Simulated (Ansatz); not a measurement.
H$_{4}$OSeSi (`O[SiH2][SeH]`). Charge 0, multiplicity 1. The geometry is a stationary point of PBE0-D4/def2-TZVP. It is one conformer, not always the lowest.

```xyz
7

O     0.156    1.310    0.960
Si    0.571    0.011    0.045
Se   -1.001   -1.643    0.053
H    -0.733    1.655    0.867
H     0.790    0.383   -1.375
H     1.797   -0.529    0.667
H    -1.579   -1.187   -1.217
```

What is the dipole moment at ωB97M-V/def2-TZVPP? (Best estimate.)

Computed: 1.50 D, with components (-0.88, 0.83, -0.89) D in this frame, pointing from negative to positive charge.

And with PBE, r2SCAN, B3LYP? (An estimate is asked.)

Ansatz gave: PBE 1.45 D, r2SCAN 1.52 D, B3LYP 1.47 D.

Give the Mulliken charges with ωB97M-V, B3LYP, r2SCAN in def2-TZVPP. (An estimate is asked.)

Computed: 
```
atom  ωB97M-V  B3LYP  r2SCAN
  O1    -0.37  -0.38   -0.40
 Si2     0.38   0.47    0.50
 Se3    -0.21  -0.20   -0.22
  H4     0.18   0.19    0.20
  H5    -0.04  -0.08   -0.09
  H6    -0.02  -0.06   -0.07
  H7     0.08   0.06    0.07
```

B3LYP here is the variant with VWN-RPA as its local correlation; programs differ in this.
